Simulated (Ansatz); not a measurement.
Ansatz results at the PBE0-D4/def2-TZVP geometry: HOMO–LUMO gap (ωB97M-V/def2-TZVPP) 10.90 eV; LUMO energy (PBE0/def2-TZVPP) -0.11 eV; size of the dipole moment (PBE/def2-TZVPP) 2.25 D.

Question: Which molecule gave them?
A. `[SiH3][C@H]1[O][Ge@@H]1[Cl]`
B. `N#CO[SiH3]`
C. `NC1(F)C=C1`
D. `[SiH3]C1NBS1`

Answer: D. The others give `N#CO[SiH3]`: 11.85, -0.99, 4.60; `[SiH3][C@H]1[O][Ge@@H]1[Cl]`: 10.23, -1.29, 1.81; `NC1(F)C=C1`: 11.95, -0.20, 0.97.
